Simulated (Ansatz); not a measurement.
Relaxation of CH7F2NSi (12 atoms, charge 0, multiplicity 1), to a largest force component of 0.03 eV/Å in at most 50 steps.

All numbers below come from Ansatz 0.2.0, RKS PBE-D4/def2-SVP.

```xyz
12
Properties=species:S:1:pos:R:3:forces:R:3
Si -0.994 0.962 1.255 -0.58 0.54 -0.30
N 1.305 -0.078 -0.582 0.04 -0.09 -0.06
C 0.523 -1.184 -1.124 -0.04 0.08 -0.03
F -1.843 0.403 -0.018 -0.02 0.00 0.02
F -0.131 2.253 0.757 0.03 0.06 0.01
H -1.975 1.437 2.273 -0.03 0.03 0.04
H 1.337 -0.077 0.439 0.17 0.03 -0.08
H -0.091 -0.065 1.733 0.39 -0.61 0.43
H 0.984 0.840 -0.892 0.00 0.08 0.01
H -0.261 -0.825 -1.821 0.01 -0.03 -0.02
H -0.012 -1.762 -0.338 -0.01 -0.03 0.02
H 1.160 -1.903 -1.682 0.04 -0.08 -0.02
```

Question: Where does it end, and by what steps?

Answer: The run converged. After 15 steps the energy has fallen by 0.154 eV; H10 moved furthest, 0.81 Å.

| step | energy less start (eV) | largest force component (eV/Å) | accepted |
| --- | --- | --- | --- |
| 0 | 0.0000 | 0.605 | yes |
| 1 | -0.0630 | 0.188 | yes |
| 2 | -0.0744 | 0.261 | yes |
| 3 | -0.0833 | 0.256 | yes |
| 4 | -0.0928 | 0.379 | yes |
| 5 | -0.0939 | 0.955 | yes |
| 6 | -0.1329 | 0.219 | yes |
| 7 | -0.1241 | 0.895 | no |
| 8 | -0.1420 | 0.084 | yes |
| 9 | -0.1463 | 0.112 | yes |
| 10 | -0.1476 | 0.296 | yes |
| 11 | -0.1514 | 0.116 | yes |
| 12 | -0.1530 | 0.054 | yes |
| 13 | -0.1537 | 0.065 | yes |
| 14 | -0.1541 | 0.063 | yes |
| 15 | -0.1543 | 0.025 | yes |

```xyz
12
Properties=species:S:1:pos:R:3
Si -1.085 0.978 1.470
N 1.346 -0.028 -0.823
C 0.565 -1.178 -1.260
F -1.964 0.316 0.269
F -0.165 2.160 0.822
H -2.025 1.612 2.440
H 1.616 -0.106 0.164
H -0.203 -0.070 2.064
H 0.820 0.849 -0.910
H 0.314 -1.067 -2.337
H -0.399 -1.364 -0.724
H 1.178 -2.100 -1.177
```

Run time: 38 s on 2 threads of Arm Neoverse V1 (shared host), peak memory 0.15 GiB.
